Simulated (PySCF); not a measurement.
Molecule: `InChI=1S/C4H8BFO2/c1-2-3-4(6)8-5-7-3/h3-5H,2H2,1H3/t3-,4+/m0/s1`.

Cartesian coordinates in Å; atom numbers follow the order of the lines, from 1:
```xyz
16

C     2.132    0.464   -0.384
C     1.044   -0.254    0.406
C    -0.271   -0.287   -0.371
O    -0.760    1.024   -0.598
B    -1.955    1.162    0.008
O    -2.351    0.020    0.656
C    -1.425   -0.970    0.406
F    -2.006   -1.947   -0.371
H     2.348   -0.069   -1.306
H     1.803    1.469   -0.634
H     3.045    0.528    0.203
H     1.346   -1.281    0.619
H     0.874    0.263    1.353
H    -0.134   -0.780   -1.342
H    -2.579    2.138    0.008
H    -1.119   -1.470    1.334
```

Frames of a GFN2-xTB Langevin trajectory at 600 K; GIAO PBE0/pcSseg-1 shieldings in PySCF, gas phase, non-relativistic; equivalent atoms averaged within each frame.

References, each an isolated molecule treated in the same way: TMS for 13C (186.93 ppm), 1H (31.72 ppm); H2O for 17O (336.08 ppm); 11B (100.07 ppm) vs BF3·OEt2; CFCl3 for 19F (170.95 ppm). The references are static minima.

How do the shifts (ppm) fluctuate along the trajectory?

## Answers


```tsv
time (fs)	C7	C3	C2	C1	O6	O4	B5	F8	H16	H15
250	136.4	94.4	42.7	21.9	199.3	155.2	26.5	-85.9	6.94	5.31
425	118.5	86.1	30.5	11.5	216.5	178.9	28.6	-142.0	5.31	4.57
625	120.3	116.4	28.7	7.0	186.1	191.4	31.9	-76.0	6.59	5.08
800	129.8	84.9	22.6	23.1	241.1	183.2	26.8	-80.0	6.25	3.72
1000	120.4	90.6	35.0	15.7	191.6	162.9	27.2	-117.5	4.61	4.26
mean of frames	125.1	94.5	31.9	15.9	206.9	174.3	28.2	-100.3	5.94	4.59
standard deviation	7.7	12.8	7.5	6.8	22.3	14.9	2.2	28.5	0.96	0.64
```

5 frames give an uncertainty of the mean of about the standard deviation over 2.2 at best, since frames this close in time may not be independent; classical motion lacks zero-point vibration, and the reference would need the same averaging.
